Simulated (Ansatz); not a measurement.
Ansatz (a first-principles code) input (wB97X-V/def2-TZVPD):

Ansatz 0.2 input:
```yaml
crystal:
  periodic: [false, false, false]
  atoms:
    - {symbol: Si, position_ang: [0.34014473, 0.35992564, 0.86450061]}
    - {symbol: F, position_ang: [1.00502106, 1.37272807, -0.30640806]}
    - {symbol: Cl, position_ang: [-0.81218917, -1.02314775, -0.54972565]}
basis:
  gaussian:
    orbitals: def2-TZVPD
hamiltonian:
  xc: {name: wB97X-V}
total_charge: -1
magnetization: {spin_polarized: true, initial_magnetization: 1}
output: {forces: true}
```

Output:

```
Functional definition: wB97X-V
integrals: 0.07 GiB planned
770 factors; their error is unknown
integrals: 0.10 GiB planned
176 factors; integrals over basis functions are off by at most 1.9e-4 eV
mean field: 0.78 GiB planned
mean field evaluation 1: about -23116.7442 eV, gradient 1.4e1 eV
mean field evaluation 2: about -23117.1329 eV, gradient 1.4e1 eV
mean field evaluation 4: about -23117.6799 eV, gradient 8.1e-1 eV
mean field evaluation 8: about -23117.7206 eV, gradient 3.6e-2 eV
mean field evaluation 16: about -23117.7206 eV, gradient 4.3e-4 eV
mean field -23117.72064022 eV, -849.5605637741 hartree, gradient 5.7e-5 eV, S^2 0.758080; 0 other end points of the search recorded, 0 dependent functions left out
the calculation of the forces begins
reference -23117.72063828 eV, -849.5605637030 hartree; 21, 20 occupied and 108, 109 virtual orbitals, 770 factors
Total energy: -23117.72063828 eV, -849.5605637030 hartree
Atom 0 at     0.340145     0.359926     0.864501 Å, force    -0.065416    -0.064557    -0.209394 eV/Å
Atom 1 at     1.005021     1.372728    -0.306408 Å, force    -0.088736    -0.125843     0.069990 eV/Å
Atom 2 at    -0.812189    -1.023148    -0.549726 Å, force     0.154152     0.190400     0.139403 eV/Å
Dipole moment:    -0.015150     0.002288    -0.207956 e Å
```
